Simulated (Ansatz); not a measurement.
Scan of H₂B (cation, charge +1), singlet: symmetric bend, bond length relaxed. Scanned: H-B-H angle. Other coordinates (B-H bond length) were minimised at B3LYP/def2-TZVP.

Level of theory: full CI/def2-TZVP, frozen core run with Ansatz (a first-principles code).

Scanned values (°): 180, 169.80, 157.84, 148.53, 137.80, 128.83, 122.02, 112.43, 98.74, 88.51, 82.16, 68.70.

Problem. Describe the profile: where are the wells and the tops?

Solution. Lower than their neighbours: 180° (0.0 kJ/mol, end of the scan). Higher than their neighbours: 68.70° (458.9 kJ/mol, end of the scan). The whole profile spans 458.9 kJ/mol.

The scan ran from 180.0 to 60.0; beyond the range shown the relaxed coordinates jump or full CI changes its symmetry label.
